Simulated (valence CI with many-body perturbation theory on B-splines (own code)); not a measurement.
Values are calculated unless marked as measured or tabulated.
# Tl⁶⁰⁺: magnetic and hyperfine properties of the levels

Method: valence CI with perturbative core correlation (CI+MBPT): three valence electrons over a frozen Dirac-Fock core [Ar], radial functions for each j: 9 s, 9 p, 10 d, 8 f, 5 g, 3 h, 1 i, with the one-electron correlation potential Σ1, the two-electron term Σ2, the three-electron term Σ3, Breit, model QED; selected CI, second order for the rest (own B-spline code, finite nucleus).

No measured spectrum was set against this ion. As an estimate, large intervals hold to a few tenths of a per cent, small ones and those within an open d or f shell to about a per cent. The list stops below the first excitations out of the core. Only levels of the ground parity were solved; by the run's estimate the other parity begins above the list, which can be wrong where configurations are misplaced.

A/g_I is the dipole constant over the nuclear g factor μ/I (μ in nuclear magnetons, uniformly magnetised nucleus), B/Q the quadrupole constant per barn. Both hold the static response of the core; the bare values leave it out. Large factors of s and p1/2 electrons are usually good to 5 to 10 %; those of open d and f shells near neutrality can be off by tens of per cent, and small factors of p3/2, d and f electrons come from cancelling terms and can be off by a factor of two or in sign, in half-filled shells by more. B is blank for J = 1/2, where it vanishes, and for nearly pure S terms. Energies count from the lowest level.

Levels are named by their leading jj configuration (3d3/2^4 stands for four electrons in 3d with j = 3/2), which in mixed levels can hold well under half, so a name can repeat and another be missing. Letters in brackets count levels of one name in rising energy.

| Level | E (cm⁻¹) | g | A/g_I (MHz) | A/g_I bare | B/Q (MHz/b) | B/Q bare |
| --- | --- | --- | --- | --- | --- | --- |
| (3d3/2^3) J=3/2 | 0 | 0.736 | 149000 | 149000 | -95700 | -96600 |
| (3d3/2^2 3d5/2) J=5/2 [a] | 838830 | 1.052 | 84600 | 85000 | -50800 | -51400 |
| (3d3/2^2 3d5/2) J=3/2 | 894120 | 1.153 | 67900 | 68700 | -15100 | -15300 |
| (3d3/2^2 3d5/2) J=9/2 | 924550 | 1.022 | 96100 | 96400 | 110000 | 111000 |
| (3d3/2^2 3d5/2) J=7/2 | 930330 | 1.026 | 93300 | 93600 | 43800 | 44100 |
| (3d3/2^2 3d5/2) J=1/2 | 943200 | 1.779 | -67800 | -64500 |  |  |
| (3d3/2^2 3d5/2) J=5/2 [b] | 1163300 | 1.210 | 57400 | 58500 | 168000 | 170000 |
| (3d3/2 3d5/2^2) J=7/2 [a] | 1753700 | 1.124 | 67200 | 67800 | -15700 | -15900 |
| (3d3/2 3d5/2^2) J=9/2 | 1796200 | 1.124 | 71700 | 72400 | 28900 | 28900 |
| (3d3/2 3d5/2^2) J=3/2 | 1845900 | 1.093 | 82300 | 82800 | -92800 | -93600 |
| (3d3/2 3d5/2^2) J=1/2 | 1872700 | 1.530 | -32100 | -29900 |  |  |
| (3d3/2 3d5/2^2) J=11/2 | 1879300 | 1.076 | 81300 | 81800 | 196000 | 198000 |
| (3d3/2 3d5/2^2) J=5/2 [a] | 1881800 | 1.308 | 22200 | 23600 | 102000 | 102000 |
| (3d3/2 3d5/2^2) J=7/2 [b] | 1966300 | 1.076 | 83900 | 84400 | 37700 | 38200 |
| (3d3/2 3d5/2^2) J=5/2 [b] | 1969400 | 1.080 | 86100 | 86600 | -33000 | -33200 |

Question: Take the isotope of mass number 205, with I = 1/2, μ = 1.632 μN. What is the hyperfine structure of (3d3/2^2 3d5/2) J=5/2 [a]?

Answer: From the table A = 276000 MHz. Shifts from the centre of gravity in MHz: F = 2: -483000, F = 3: 345000.
